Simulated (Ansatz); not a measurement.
Input and output for `CC(C)[Si]Cl`.

```yaml
crystal:
  periodic: [false, false, false]
  atoms:
    - {symbol: C, position_ang: [-0.701189, 0.413059, 1.067641]}
    - {symbol: C, position_ang: [-0.130271, -0.587792, 0.075205]}
    - {symbol: C, position_ang: [1.265577, -0.180557, -0.414320]}
    - {symbol: Si, position_ang: [-1.126535, -0.949310, -1.505786]}
    - {symbol: Cl, position_ang: [-1.541999, 1.007182, -2.127204]}
    - {symbol: H, position_ang: [-0.810585, 1.398075, 0.608453]}
    - {symbol: H, position_ang: [-0.042119, 0.520470, 1.935647]}
    - {symbol: H, position_ang: [-1.683982, 0.109386, 1.438143]}
    - {symbol: H, position_ang: [-0.044045, -1.570249, 0.561702]}
    - {symbol: H, position_ang: [1.977670, -0.173454, 0.416679]}
    - {symbol: H, position_ang: [1.668743, -0.863545, -1.172149]}
    - {symbol: H, position_ang: [1.245837, 0.821638, -0.849710]}
basis:
  gaussian: {orbitals: aug-cc-pVDZ, point_charges: [{charge: 2.00, position_ang: [5.095, -0.375, -0.488]}]}
hamiltonian: {xc: {name: B2PLYP}}
output: {forces: true}
```

```sh
$ ansatz run in.yaml --threads 4 --pin off --events-out ev --progress --plain --max-ram 10444MiB
```

Output, abridged:

```
Functional definition: B2PLYP
1847 factors; integrals over basis functions are off by at most 7.2e-4 eV
mean field evaluation 1: about -23595.6374 eV, gradient 6.1e1 eV
mean field evaluation 2: about -23595.7773 eV, gradient 6.1e1 eV
mean field evaluation 4: about -23608.2540 eV, gradient 1.8e1 eV
mean field evaluation 8: about -23611.4100 eV, gradient 3.2e0 eV
mean field evaluation 16: about -23611.4874 eV, gradient 1.0e-2 eV
a density is far from that of the atoms, so the factors are made again for it
1901 factors; integrals over basis functions are off by at most 7.1e-4 eV
mean field evaluation 64: about -23611.4874 eV, gradient 1.9e-5 eV
mean field -23611.48739349 eV, -867.7061572696 hartree, gradient 3.0e-6 eV, S^2 0.000000; 2 other end points of the search recorded, 0 dependent functions left out; unrestricted orbitals would lower it
13 core orbitals not correlated: weight in the atoms' cores, before any rotation towards them, 1.000 or more for the frozen orbitals, at most 0.000 for the correlated occupied ones
reference -23611.48768834 eV, -867.7061681052 hartree; 15, 15 occupied and 158, 158 virtual orbitals, 1901 factors
second order -25.64314067 eV of doubles, -0.00000000 eV of singles
Total energy: -23618.41133632 eV, -867.9606074755 hartree
Atom 0 at    -0.701189     0.413059     1.067641 Å, force    -1.034504     0.416338    -0.556118 eV/Å
Atom 1 at    -0.130271    -0.587792     0.075205 Å, force     1.977068     0.305001     1.239611 eV/Å
Atom 2 at     1.265577    -0.180557    -0.414320 Å, force     3.218383    -1.802235     0.197636 eV/Å
Atom 3 at    -1.126535    -0.949310    -1.505786 Å, force    -0.965775     1.798030    -0.586170 eV/Å
Atom 4 at    -1.541999     1.007182    -2.127204 Å, force     0.130781    -1.098349    -0.149733 eV/Å
Atom 5 at    -0.810585     1.398075     0.608453 Å, force     0.066972     0.118818    -0.136928 eV/Å
Atom 6 at    -0.042119     0.520470     1.935647 Å, force     0.304485    -0.330328     0.053895 eV/Å
Atom 7 at    -1.683982     0.109386     1.438143 Å, force    -0.095541    -0.109528     0.051687 eV/Å
Atom 8 at    -0.044045    -1.570249     0.561702 Å, force    -0.327312    -0.200492    -0.045805 eV/Å
Atom 9 at     1.977670    -0.173454     0.416679 Å, force     0.197756    -0.058347     0.524653 eV/Å
Atom 10 at     1.668743    -0.863545    -1.172149 Å, force    -0.036997    -0.159468    -0.328161 eV/Å
Atom 11 at     1.245837     0.821638    -0.849710 Å, force     0.291386     0.318510    -0.092739 eV/Å
Dipole moment:    -4.987045    -0.408475    -0.254502 e Å
```

Run time 26 s (4 threads of an Arm Neoverse V1 on a shared host); peak host memory 0.81 GiB.
